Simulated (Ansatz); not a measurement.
Reaction (formal exchange of groups at a B–Cl bond): `OB(Cl)Cl` + SiH₄ → `OB([SiH3])Cl` + HCl

Program: Ansatz. Geometries: PBE0-D4/def2-TZVP. ΔE: electronic, gas phase. CCSD(T)/CBS adds triple-zeta CCSD(T) − MP2 to the extrapolated MP2 energy (def2 sets, frozen cores). This one scheme is used for every species. DFT in def2-TZVPP. Each species was taken in one conformer, which may not be the lowest.

(1) Is it downhill or uphill in electronic energy at CCSD(T)/CBS, and by how much? (Best estimate.)

(2) What do these levels give: PBE-D4, revPBE, r2SCAN0, RPA@PBE/def2-TZVPP, SCS-MP2/def2-TZVPP, MP2/CBS(def2)? (Best estimate.)

Largest T1 diagnostic among the species: 0.013.

Answers

(1) Ansatz gave: Uphill: ΔE = +0.95 eV.

(2) Computed: PBE-D4 0.90, revPBE 0.91, r2SCAN0 1.02, RPA@PBE/def2-TZVPP 0.95, SCS-MP2/def2-TZVPP 1.05, MP2/CBS(def2) 1.04 eV.

At CCSD(T), def2-SVP lies +0.17 eV from the extrapolated value and def2-TZVPP +0.02 eV. From BLYP to BHLYP (50 % exact exchange), in def2-TZVPP and without D4, ΔE moves by +0.08 eV.
